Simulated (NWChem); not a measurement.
System: acetate (C2H3O2 anion); SMILES CC(=O)[O-]

NWChem input:

```
start job
memory heap 200 mb stack 900 mb global 1100 mb
charge -1
geometry units angstroms
  C     -0.037408     1.351503     0.000194
  C     -0.002072    -0.207933     0.000270
  O     -1.114113    -0.792684    -0.000225
  O      1.147609    -0.715781    -0.000130
  H      0.508180     1.733285     0.878564
  H     -1.068828     1.733440     0.012453
  H      0.484915     1.731303    -0.893179
end
basis spherical
  * library 6-31g*
end
dft
  xc hfexch
  iterations 150
end
driver
  maxiter 120
end
task dft optimize
task dft freq
```

Sets without diffuse functions describe the anion's extra electron poorly.

The level has its own optimisation; frequencies are unscaled.

Question: What results follow from this input? (Hartree-Fock/6-31G* (spherical d).) Quantities: r C–C (Å); r C–H (Å); r C–O (Å); highest harmonic frequency (cm⁻¹); lowest (cm⁻¹); zero-point energy (kcal/mol).

Answer: The r C–C (Å) is 1.554. The r C–H (Å) comes out as 1.088 and the r C–O (Å) comes out as 1.234. The highest harmonic frequency (cm⁻¹) is 3246 and the lowest (cm⁻¹) comes out as 26. The zero-point energy (kcal/mol) comes out as 32.7.
